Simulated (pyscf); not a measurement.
## `[OH][Ti]([OH])([F])[F]`, singlet

Gas-phase minimum from PySCF at ωB97X-D3(BJ)/def2-SVP, one conformer. 

```
Ti
F 1 1.7454
F 1 1.7481 2 108.55
O 1 1.7564 2 109.53 3 -119.48
H 4 0.9614 1 144.15 2 8.59
O 1 1.7653 2 109.52 3 119.60
H 6 0.9623 1 135.39 2 126.31
```
Charge 0, spin multiplicity 1.

Properties at ωB97X-D3(BJ)/def2-SVP:

| Quantity | Result |
|---|---|
| Harmonic wavenumbers, unscaled | 83, 148, 190, 207, 225, 229, 274, 316, 429, 749, 810, 842, 853, 3949, 3967 cm⁻¹ |
| Zero-point energy | 19.0 kcal/mol |
| Rotational symmetry number | 1 |
| Entropy of this conformer at 298 K and 1 atm, rigid rotor and harmonic oscillator, modes under 100 cm⁻¹ raised to 100 | 358.4 J/(mol K) |
| Dipole moment | 3.37 D |

Single-point totals, which compare only within one level:

| level | total energy (hartree) |
|---|---|
| ωB97X-D3(BJ)/def2-TZVP | -1201.22840 |
| PBE/def2-TZVP | -1200.68303 |
| r²SCAN/def2-TZVP | -1201.06227 |
| B3LYP-D3(BJ)/def2-TZVP | -1201.25727 |
| PBE0-D3(BJ)/def2-TZVP | -1200.67652 |
| M06-2X/def2-TZVP | -1201.04530 |
| ωB97M-D3(BJ)/def2-TZVP | -1201.31457 |

Soft torsions are taken as harmonic, which can shift the entropy by several J/(mol K).
